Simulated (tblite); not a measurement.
C₃H₁₂ClNSi₄.
Geometry (GFN2-xTB, Å), atoms numbered from 1 in this order:
```
atom  x, y, z in Å
C1     3.2528    2.1913   -0.5424
Si2    3.1536    0.5759   -1.5350
Cl3    4.5181   -0.7469   -0.8124
C4     1.4780   -0.1757   -1.3105
C5     0.3939   -0.6729   -1.1044
Si6   -1.2525   -1.4554   -0.7736
N7    -1.9856   -0.6579    0.5984
Si8   -3.7256   -0.5726    0.6937
Si9   -1.0263   -0.3379    2.0231
H10    2.5013    2.8995   -0.8780
H11    3.0864    2.0130    0.5172
H12    4.2259    2.6641   -0.6469
H13    3.4275    0.7829   -2.9584
H14   -2.1154   -1.2407   -1.9368
H15   -1.0444   -2.8836   -0.4957
H16   -4.2760   -1.8559    1.1454
H17   -4.0676    0.4885    1.6367
H18   -4.2245   -0.2641   -0.6459
H19   -1.6952    0.7276    2.7679
H20   -0.9329   -1.5461    2.8510
H21    0.2997    0.0838    1.5822
```

Computed values, GFN2-xTB/tblite, gas phase, harmonic and unscaled. Against measured fundamentals such values can be off by several per cent, at times by over 20. Modes of hydrogen on silicon can be 10 to 20 % off. One conformer, not necessarily the lowest. The optimisation stopped once no atom felt more than 0.01 eV/Å.

Lowest wavenumbers of the output (negative numbers stand for imaginary wavenumbers):
```
mode    cm-1
  1     -32.6
  2      -3.6
  3      14.8
  4      32.2
  5      43.2
  6      53.3
  7     102.9
  8     114.1
  9     145.2
 10     171.7
```

Task: Is this structure a minimum?

Result: Not by this Hessian. 1 mode is imaginary beyond 20i (33i cm⁻¹), and 1 more slightly so (3.6i). The curvature is small, so loose convergence or finite differences may be the whole cause.

Task: Which atoms move in the imaginary modes?

Result: 33i: H20 (Si–H hydrogen) 33 %, H21 (Si–H hydrogen) 31 %, H19 (Si–H hydrogen) 22 %; 4i: Cl3 (silicon-bound chlorine) 33 %, Si9 (SiH3 silicon) 17 %, C1 (Si-methyl carbon) 16 %. These are shares of the mass-weighted motion.

Task: What is the remedy?

Result: Step along such a mode in both directions, optimise again with tighter thresholds and repeat the frequencies. The zero-point energy of this point (79.4 kcal/mol) counts the 55 real modes alone, and thermal corrections from it aren't those of a minimum.

The run took 2.6 s wall on Arm Neoverse N1, one thread, shared host with 64 logical CPUs at a one-minute load of 56. The figure is for the frequency step alone.
